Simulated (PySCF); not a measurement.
**[Yb(PH3)]2+ relaxed at several levels**

Computed with PySCF 2.14.0, PBE0, def2-SVP on the ligands, density fitting, scalar-relativistic core potentials, no spin-orbit coupling, vacuum. Each row is relaxed at its own level from the same template. Distances are means of the shortest metal–ligand contacts, charges and spins Mulliken's; removal energies are rigid, with the ligand's formal charge and no counterpoise, so too large; for an anion taken off a cation in vacuum most of it is the attraction of opposite charges, and multiply charged cations can part far more cheaply with an electron moved from ligand to metal. lcecp potentials hold a fixed number of 4f electrons in the core, out of states, spins and gaps.

| level | basis on the metal | point group | M–PH3 (Å) | charge on M (e) | HOMO–LUMO gap (eV) | removal of one PH3 (eV) | unstable modes (below −25 cm⁻¹) |
| --- | --- | --- | --- | --- | --- | --- | --- |
| PBE0 | lcecp-0-SVP with ECP60 | C3v | 3.046 | 1.58 | – | 2.26 | 0 |

Task: What does the calculation give for PBE0, def2-SVP with ECP28?

Result: point group: C3v, M–PH3 (Å): 2.967, charge on M (e): 1.58, HOMO–LUMO gap (eV): 6.05, removal of one PH3 (eV): 2.42, unstable modes (below −25 cm⁻¹): 0.
```xyz
5

Yb    0.0000    0.0000   -0.4038
P     0.0000    0.0000    2.5630
H     1.2742    0.0000    3.1853
H    -0.6371    1.1035    3.1853
H    -0.6371   -1.1035    3.1853
```

One start shape was tried for each, so a minimum needn't be the lowest isomer.
